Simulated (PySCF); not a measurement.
## How methods differ on the ionisation energy of Bi(41+)

Bi(41+) [Kr] 4d6 [4d3/2^4 4d5/2^2, M_J = 4] → Bi(42+) [Kr] 4d5 [4d3/2^4 4d5/2^1, M_J = 5/2], as a difference of total energies. All numbers are calculated (PySCF 2.14, the two-component X2C-1e Hamiltonian, in an even-tempered Gaussian basis (16 s from 5 bohr⁻², ratio 2.8; 14 p from 6.5 bohr⁻², ratio 2.8; 9 d from 6.5 bohr⁻², ratio 2.8; 3 f from 27 bohr⁻², ratio 3)). Correlated levels: [Ar] 3d10 frozen; the 90 highest virtual spinors dropped. "Screened" scales the spin-orbit matrix elements by Boettger's factors to mimic the two-electron term; Breit and QED terms are absent.

```
                    method  ionisation energy (eV)
           GHF (spin-free)                  2033.7
          GMP2 (spin-free)                  2034.1
 GHF (screened spin-orbit)                  2028.8
GMP2 (screened spin-orbit)                  2028.6
```

Breit and QED terms and the two-electron picture change are absent.

The spin-free rows relax to the high-spin LS determinant and lack the spin-orbit shift.

The labels give the starting determinants; with spin-orbit coupling the two ends relaxed to ⟨J²⟩ = 20.01, ⟨L²⟩ = 12.94, ⟨S²⟩ = 2.99 and ⟨J²⟩ = 8.75, ⟨L²⟩ = 6.43, ⟨S²⟩ = 2.89.

For comparison: 2029 ± 4 eV (theoretical estimate listed by NIST; NIST Atomic Spectra Database, ionization energies).
